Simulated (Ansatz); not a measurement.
`C[SiH2][Te]B(O)O` at its PBE0-D4/def2-TZVP geometry, where that method's forces vanish. Charge 0, multiplicity 1. Te: def2 effective core potential.

```json
{"atom": "C1", "x (Å)": "-0.7138", "y (Å)": "2.3344", "z (Å)": "1.4014"}
{"atom": "Si2", "x (Å)": "-0.5530", "y (Å)": "0.9979", "z (Å)": "0.1037"}
{"atom": "Te3", "x (Å)": "0.9689", "y (Å)": "-0.7649", "z (Å)": "1.0205"}
{"atom": "B4", "x (Å)": "0.8208", "y (Å)": "-1.9985", "z (Å)": "-0.7786"}
{"atom": "O5", "x (Å)": "0.0444", "y (Å)": "-1.5588", "z (Å)": "-1.7985"}
{"atom": "O6", "x (Å)": "1.4779", "y (Å)": "-3.1841", "z (Å)": "-0.9056"}
{"atom": "H7", "x (Å)": "0.2585", "y (Å)": "2.7757", "z (Å)": "1.6300"}
{"atom": "H8", "x (Å)": "-1.1356", "y (Å)": "1.9331", "z (Å)": "2.3251"}
{"atom": "H9", "x (Å)": "-1.3733", "y (Å)": "3.1282", "z (Å)": "1.0409"}
{"atom": "H10", "x (Å)": "0.0287", "y (Å)": "1.5453", "z (Å)": "-1.1477"}
{"atom": "H11", "x (Å)": "-1.8756", "y (Å)": "0.3951", "z (Å)": "-0.1989"}
{"atom": "H12", "x (Å)": "0.0433", "y (Å)": "-2.1691", "z (Å)": "-2.5442"}
{"atom": "H13", "x (Å)": "2.0088", "y (Å)": "-3.4342", "z (Å)": "-0.1479"}
```

**Question.** For each bond, give half the difference of the two atoms' forces along it (eV/Å; positive pushes the atoms apart) under PBE-D4, r2SCAN-D4, B3LYP-D4, ωB97M-V in def2-TZVPP. (Estimate.)

**Answer.** Ansatz gave: 
```json
{"bond": "C1–Si2", "length (Å)": "1.870", "PBE-D4": "0.01", "r2SCAN-D4": "0.00", "B3LYP-D4": "0.10", "ωB97M-V": "0.07"}
{"bond": "C1–H7", "length (Å)": "1.092", "PBE-D4": "0.11", "r2SCAN-D4": "-0.01", "B3LYP-D4": "-0.04", "ωB97M-V": "-0.04"}
{"bond": "C1–H8", "length (Å)": "1.092", "PBE-D4": "0.11", "r2SCAN-D4": "-0.01", "B3LYP-D4": "-0.04", "ωB97M-V": "-0.04"}
{"bond": "C1–H9", "length (Å)": "1.093", "PBE-D4": "0.11", "r2SCAN-D4": "-0.01", "B3LYP-D4": "-0.05", "ωB97M-V": "-0.05"}
{"bond": "Si2–Te3", "length (Å)": "2.503", "PBE-D4": "0.09", "r2SCAN-D4": "0.05", "B3LYP-D4": "0.19", "ωB97M-V": "-0.02"}
{"bond": "Si2–H10", "length (Å)": "1.485", "PBE-D4": "0.08", "r2SCAN-D4": "-0.02", "B3LYP-D4": "-0.12", "ωB97M-V": "-0.12"}
{"bond": "Si2–H11", "length (Å)": "1.485", "PBE-D4": "0.08", "r2SCAN-D4": "-0.02", "B3LYP-D4": "-0.12", "ωB97M-V": "-0.12"}
{"bond": "Te3–B4", "length (Å)": "2.186", "PBE-D4": "-0.08", "r2SCAN-D4": "-0.03", "B3LYP-D4": "0.07", "ωB97M-V": "-0.12"}
{"bond": "B4–O5", "length (Å)": "1.355", "PBE-D4": "0.28", "r2SCAN-D4": "0.13", "B3LYP-D4": "0.07", "ωB97M-V": "0.15"}
{"bond": "B4–O6", "length (Å)": "1.361", "PBE-D4": "0.27", "r2SCAN-D4": "0.11", "B3LYP-D4": "0.07", "ωB97M-V": "0.12"}
{"bond": "O5–H12", "length (Å)": "0.964", "PBE-D4": "0.36", "r2SCAN-D4": "0.01", "B3LYP-D4": "-0.02", "ωB97M-V": "-0.07"}
{"bond": "O6–H13", "length (Å)": "0.958", "PBE-D4": "0.33", "r2SCAN-D4": "-0.01", "B3LYP-D4": "-0.02", "ωB97M-V": "-0.08"}
```

B3LYP here is the variant with VWN-RPA as its local correlation; programs differ in this.
